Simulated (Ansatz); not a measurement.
Input file for Ansatz (a quantum-chemistry and plane-wave program): R-HF/def2-TZVPP on BeH4Si (SMILES [BeH][SiH3]), atoms moved off the minimum.

Ansatz 0.2 input:
```yaml
crystal:
  periodic: [false, false, false]
  atoms:
    - {symbol: Be, position_ang: [-1.44637052, -0.92241322, -0.19454785]}
    - {symbol: H, position_ang: [-2.63273291, -1.41276387, -0.39541510]}
    - {symbol: Si, position_ang: [0.54892226, 0.26605416, 0.04132035]}
    - {symbol: H, position_ang: [0.99981202, 0.05241984, 1.40354661]}
    - {symbol: H, position_ang: [0.24552434, 1.70518254, 0.01306272]}
    - {symbol: H, position_ang: [1.35277851, -0.28967445, -0.95283784]}
basis:
  gaussian:
    orbitals: def2-TZVPP
hamiltonian:
  xc: {name: HF}
scf: {lower_state_search: off}
output: {forces: true}
```

The head of its log:

```
WARN ansatz: RAYON_NUM_THREADS=1 ignored (pool sized by the plan → 1); use --threads N
Functional definition: HF
these checks for a lower state are left out or cut short: stability, starts, cluster_reference, orbital_swaps, neighbouring_geometries, increment
integrals: 0.03 GiB planned
729 factors; their error is unknown
mean field: 0.19 GiB planned
mean field evaluation 1: about -8321.8562 eV, gradient 1.2e1 eV
mean field evaluation 2: about -8322.8165 eV, gradient 3.9e0 eV
```

### Question
What total energy does the run end on?

### Answer
-305.8661 hartree.
